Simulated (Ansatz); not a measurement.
`C=C/C=[N]\[InH2]`. Charge 0, multiplicity 1. In: def2 effective core potential.

```xyz
11

C    -0.181    2.107   -1.027
C     0.100    0.973   -0.392
C    -0.845   -0.147   -0.313
N    -0.672   -1.249    0.260
In    0.716   -2.264    1.337
H     0.524    2.927   -1.079
H    -1.139    2.245   -1.519
H     1.059    0.830    0.103
H    -1.802    0.050   -0.832
H     1.706   -3.323    0.425
H     0.536   -2.150    3.037
```

Question: What are the harmonic wavenumbers in cm⁻¹ at PBE0-D4/def2-TZVP (Ansatz, finite differences of forces, unscaled)? (An estimate is asked.)

Answer: Ansatz gave: 63, 96, 161, 255, 298, 425, 454, 519, 550, 626, 646, 920, 967, 985, 1023, 1167, 1299, 1360, 1442, 1694, 1763, 1846, 1847, 2950, 3145, 3159, 3248.

Question: Is this a minimum?

Answer: Yes, all 27 modes are real.

Question: Give the ideal-gas thermochemistry at 298.15 K and 1 bar (rigid rotor, harmonic oscillator; point group Cs, symmetry number 1).

Answer: Zero-point energy 196.8 kJ/mol; H(298) − E = 218.6 kJ/mol; entropy 363.1 J/(mol·K), of which translation 173.0, rotation 116.0, vibration 74.1; G(298) − E = 110.4 kJ/mol. Modes under 100 cm⁻¹ are hindered rotations or soft bends, so the harmonic entropy is rough.
